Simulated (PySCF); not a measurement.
AlH6NO2Si, SMILES N[SiH2][Al]([OH])[OH].

Geometry: B3LYP-D3(BJ)/def2-SVP. The structure was generated by enumeration; whether it is a known compound was not checked. The values are those of a single conformer.

All values below come from PBE/def2-TZVP run with PySCF.

Isolated molecule, no solvent.

**Question.** Estimate the frontier levels, gap, dipole moment and polarisability. (Estimate from the structure and the level; the computed values follow.)

**Answer.** 
* **highest occupied level**: -5.76 eV
* **lowest empty level**: -1.23 eV
* **orbital gap**: 4.53 eV
* **dipole moment**: 2.10 D
* **quadrupole, principal values (traceless, Buckingham form, about the centre of nuclear charge)**: -7.87, -6.63, 14.49 D·Å
* **mean static polarisability**: 71.1 bohr³ (10.54 Å³)
* **polarisability, principal values**: 59.2, 70.1, 84.1 bohr³
